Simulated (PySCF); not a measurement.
**trimethylborane: calculation and literature**

Structure with atom numbers: `[CH3:1][B:2]([CH3:3])[CH3:4]`. Hydrogens are named by the atom that carries them.

Theoretical values (PySCF 2.14): B3LYP/pcJ-2 coupling constants (spin–dipole term only in couplings to heteroatoms), shieldings: GIAO B97-2/pcSseg-2, PBE0-D3(BJ)/def2-TZVP geometry. Rapidly exchanging positions averaged, in vacuum, relativity neglected, single conformer.

Reference values: measured (Macháček, Bühl, Fanfrlík, Hnyk, 11B NMR of BX3 and BX4-, J. Phys. Chem. A (author manuscript)).
```tsv
atoms	quantity	reference	computed
B2	δ 11B vs BF3.OEt2	86.2	85.7
```

Reference values: measured (solution, CDCl3; B. Wrackmeyer, Z. Naturforsch. B 2015).
| atoms | quantity | reference | computed |
| --- | --- | --- | --- |
| B2 | δ 11B vs BF3.OEt2 | 86.0 | 85.7 |

Computed shifts are σ(ref) − σ with the named reference compound (TMS for H and C) calculated as an isolated molecule at the same level.

Coupling constants in Hz (some tables give magnitudes without signs):
```tsv
coupling	reference	computed	source
1J(C1,B2)	52.0	48.6	measured; solution, CDCl3; Z. Naturforsch. B 2015 (znb-2015-0040), 1J(13C,11B) in organoboranes and borates
```

Task: How far are the unscaled 11B shifts from the references?

Result: Mean signed difference -0.40 ppm, mean absolute 0.40 ppm over 2 comparisons; the largest is -0.5 ppm at B2 (boron bonded to 3 C).
